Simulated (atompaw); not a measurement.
calcium (Ca) PAW (atompaw): all-electron and pseudo phase curves

- Element: calcium (Ca)
- Generator: atompaw 4.2.0.5
- Type: PAW
- Functional: PBE
- Relativity: scalar-relativistic
- Frozen core: [Ne] 3s2
- Valence charge: 8
- Reference configuration: 3p6 3d0 4s2 4p0
- Partial waves: 4s (bound): rc 3.00 bohr; 4s channel at 0.2 Ry: rc 3.00 bohr; 3p (bound): rc 1.85 bohr; 4p (bound, empty): rc 3.00 bohr; 3d (bound, empty): rc 3.00 bohr; 3d channel at 3.35 Ry: rc 3.00 bohr
- Local potential: troulliermartins scheme with l = 3 at 0 Ry, radius 2.40 bohr
- Core correction: smooth core density matched at 2.40 bohr
- Augmentation charge: sinc compensation charge, radius 2.90 bohr; PAW radius 3.00 bohr; waves and projectors: custom rrkj gramschmidtortho

The phase is arctan(r·u′/u) with u = r·R(r), unwrapped; energies in Ry, scanned from -4 to 5 Ry. A pole is an energy at which the radial function vanishes at the test radius. The pseudo phase is shifted by a multiple of π to meet the all-electron one at the reference energy, and phase errors are pseudo minus all-electron; the curves can meet again beyond the range given. Levels narrower than the energy grid can be missing from the lists of poles.

```tsv
channel	radius (bohr)	reference energy (Ry)	poles, all-electron	poles, pseudo	unbroken range about the reference energy with phases within 0.05 rad	phase error 1 Ry above the reference energy (rad)
s	3.02	-0.28	-3.46, 1.72	-1.18, 1.71	-1.2 to 3.4	+0.000
p	3.02	-0.10	-2.01, 2.47	-2.01, 2.19	below 2.6	-0.030
d	3.02	-0.14	0.15, 3.62	0.17, 3.62	below 0.8	+0.060
```

Note: ghost state, extra bound levels that the all-electron valence spectrum of the same l lacks: s at -16.3 eV. A true bound ghost makes a file unfit for plane-wave use.

Phases in the d channel:

```csv
E (Ry),all-electron,pseudo
-4.00,1.405,1.408
-3.52,1.395,1.397
-3.04,1.381,1.385
-2.56,1.364,1.368
-2.08,1.341,1.346
-1.60,1.306,1.313
-1.12,1.247,1.257
-0.64,1.098,1.113
-0.16,-0.581,-0.581
0.32,-1.698,-1.675
0.80,-1.929,-1.875
1.28,-2.366,-2.194
1.76,-3.730,-3.420
2.24,-4.378,-4.335
2.72,-4.566,-4.560
3.20,-4.658,-4.658
3.68,-4.719,-4.718
4.16,-4.772,-4.765
4.64,-4.828,-4.809
```
